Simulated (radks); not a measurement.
Values are calculated unless marked as measured or tabulated.
Task: Neutral nickel: order these configurations by energy. Code: a radial shooting solver on a logarithmic mesh with Libxc functionals. Model: Dirac Kohn-Sham, relativistic LDA (MacDonald-Vosko exchange, VWN5 correlation), spin-unpolarised, spherical densities, finite nucleus; Fermi nuclear charge, rms radius of each element as measured or else 0.836 A^(1/3) + 0.57 fm. Sub-shells are occupied by j as written (lower j first in brackets). [Ar] 3d(3/2: 4, 5/2: 3) 4s2 4p(1/2: 1, 3/2: 0); [Ar] 3d(3/2: 4, 5/2: 4) 4s1 4p(1/2: 1, 3/2: 0); [Ar] 3d(3/2: 4, 5/2: 4) 4s2; [Ar] 3d(3/2: 4, 5/2: 5) 4p(1/2: 1, 3/2: 0); [Ar] 3d(3/2: 4, 5/2: 5) 4s1; [Ar] 3d10.

Result: From the lowest, in eV above it: [Ar] 3d(3/2: 4, 5/2: 5) 4s1 0.000; [Ar] 3d10 0.932; [Ar] 3d(3/2: 4, 5/2: 4) 4s2 1.565; [Ar] 3d(3/2: 4, 5/2: 5) 4p(1/2: 1, 3/2: 0) 4.000; [Ar] 3d(3/2: 4, 5/2: 4) 4s1 4p(1/2: 1, 3/2: 0) 6.184; [Ar] 3d(3/2: 4, 5/2: 3) 4s2 4p(1/2: 1, 3/2: 0) 12.075.
